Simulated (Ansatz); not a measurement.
Mulliken charges of BH5O3Si (`OB(O)O[SiH3]`) from ωB97M-V/def2-TZVPP in Ansatz (PBE0-D4/def2-TZVP geometry).

| atom | x (Å) | y (Å) | z (Å) | charge (e) |
| --- | --- | --- | --- | --- |
| O1 | -0.911 | -0.508 | -1.338 | -0.308 |
| B2 | 0.362 | -0.196 | -0.960 | 0.418 |
| O3 | 1.376 | -0.263 | -1.872 | -0.310 |
| O4 | 0.604 | 0.181 | 0.330 | -0.409 |
| Si5 | -0.435 | 0.339 | 1.606 | 0.318 |
| H6 | -0.970 | -0.758 | -2.263 | 0.191 |
| H7 | 2.223 | -0.021 | -1.490 | 0.192 |
| H8 | -1.473 | 1.358 | 1.313 | -0.032 |
| H9 | -1.081 | -0.960 | 1.919 | -0.032 |
| H10 | 0.387 | 0.778 | 2.758 | -0.028 |

**Question.** By hand: the dipole of these point charges (1 e Å = 4.8032 D).

**Answer.** Σ q r = (-0.068, 0.007, 0.068) e Å, of length 0.096 e Å = 0.46 D.

**Question.** How does the dipole of the full density compare? (Estimate.)

**Answer.** Computed: (0.140, 0.001, -0.087) e Å, 0.79 D; the point charges give 0.58 times that, at 166° from its direction, so they point the opposite way.

Point charges leave out the atoms' own dipoles, such as those of lone pairs, and Mulliken's split depends on the basis, so the two needn't agree.
